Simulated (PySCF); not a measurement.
Species: C2H4ClN3Si.
Numbering: `[SiH3:1][c:2]1[n:3][c:4]([Cl:5])[n:6][nH:7]1` (hydrogens: H8, H9, H10 on Si1; H11 on N7)

Level of theory: PySCF, PBE0-D3(BJ)/def2-SVP geometry optimisation, gas phase.

(1) Give the optimised bond lengths and angles.

Answers

(1) 
```
                   bond  length (bohr)     order
                 Si1–C2          3.555    single
                  C2–N3          2.508  aromatic
                  N3–C4          2.544  aromatic
                 C4–Cl5          3.218    single
                  C4–N6          2.496  aromatic
                  N6–N7          2.516  aromatic
                  C2–N7          2.559  aromatic
Si1–H8, Si1–H9, Si1–H10          2.816    single
                 N7–H11          1.916    single
```

Bonds in one row agree within 0.02 bohr and their mean is given. Orders are formal, as drawn. A selection of angles:
```
     angle  degrees
 C2–Si1–H8    109.6
 C2–Si1–H9    106.9
 H8–Si1–H9    110.2
H8–Si1–H10    110.6
 Si1–C2–N3    125.3
 Si1–C2–N7    126.6
  N3–C2–N7    108.1
  C2–N3–C4    103.2
 N3–C4–Cl5    122.9
  N3–C4–N6    115.5
 Cl5–C4–N6    121.6
  C4–N6–N7    101.7
 N6–N7–H11    119.8
  C2–N7–N6    111.5
 C2–N7–H11    128.6
```

N7 (pyrrole-type nitrogen) is planar (angles 128.6°, 119.8° and 111.5°, sum 360.0°, 0.00 Å off the plane of its three neighbours). The 7 heavy atoms lie in one plane (0.003 Å rms). Si1 (SiH3 silicon) is tetrahedral (angles from 106.9° to 110.6°). The 5-membered ring C2–N3–C4–N6–N7 has internal angles of 101.7° to 115.5°; it is planar, 0.00 Å rms from its mean plane, widest ring torsion 0°. N3 (pyridine-type nitrogen) is bent (angle 103.2°). The C–N distances run from 1.321 Å (C4–N6, aromatic) to 1.354 Å (C2–N7, aromatic), a spread of 0.033 Å.

Point group: near Cs, missed by 0.12 Å at most; the miss may be what the optimiser left on a soft mode. Stationary, but not proved a minimum.
